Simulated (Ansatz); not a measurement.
Isolated molecules relaxed with PBE0-D4/def2-TZVP in Ansatz; ΔE leaves out vibrations. CCSD(T)/CBS adds triple-zeta CCSD(T) − MP2 to the extrapolated MP2 energy (def2 sets, frozen cores). This one scheme is used for every species. DFT in def2-TZVPP. Elements past krypton have def2 core potentials. For Sn outer-core shells are correlated without core-valence functions, which leaves a few kJ/mol of doubt a bond. Each species was taken in one conformer, which may not be the lowest.

Reaction (substitution at a C–O bond): `CCOBO` + `[OH][SnH3]` → `CC[O][SnH3]` + `OBO`

`CCOBO`:

```xyz
12

C    -1.539    0.676    0.408
C    -0.741   -0.527   -0.033
O     0.616   -0.395    0.355
B     1.604   -0.220   -0.556
O     2.886   -0.077   -0.137
H    -2.593    0.545    0.154
H    -1.459    0.816    1.488
H    -1.178    1.583   -0.083
H    -0.806   -0.659   -1.119
H    -1.127   -1.436    0.437
H     1.380   -0.189   -1.734
H     2.958   -0.116    0.821
```

`[OH][SnH3]`:

Z-matrix (Å, degrees):
```
Sn
O 1 1.970
H 1 1.709 2 108.5
H 1 1.698 2 103.1 3 119.8
H 1 1.709 2 108.5 3 -120.5
H 2 0.959 1 113.2 3 60.0
```

`CC[O][SnH3]`:

Z-matrix (Å, degrees):
```
C
C 1 1.511
H 1 1.092 2 110.3
H 1 1.093 2 110.7 3 120.2
H 1 1.092 2 110.3 3 -119.5
O 2 1.408 1 109.1 3 59.7
H 2 1.102 1 109.5 3 -61.9
H 2 1.102 1 109.5 3 -178.6
Sn 6 1.967 2 118.9 1 179.9
H 9 1.709 6 107.5 2 -60.2
H 9 1.709 6 107.5 2 59.2
H 9 1.699 6 103.9 2 179.5
```

`OBO`:

```xyz
6

O    -0.049    0.865    0.667
B    -0.025   -0.350    0.048
O     0.161   -0.408   -1.292
H    -0.186    0.803    1.613
H    -0.164   -1.377    0.649
H     0.263    0.465   -1.684
```

```csv
level,ΔE (kcal/mol)
PBE0,0.9
MP2/CBS(def2),0.0
```

(1) What does CCSD(T)/CBS give? (Estimate.)

Largest T1 diagnostic among the species: 0.014.

Answers

(1) Ansatz gave: +0.2 kcal/mol. The listed levels differ from it by 0.7, -0.2 kcal/mol.

In def2-TZVPP, CCSD(T) changes the Hartree–Fock value by −0.8 kcal/mol (the triples alone add −0.1 kcal/mol) and MP2 by −1.0 kcal/mol.
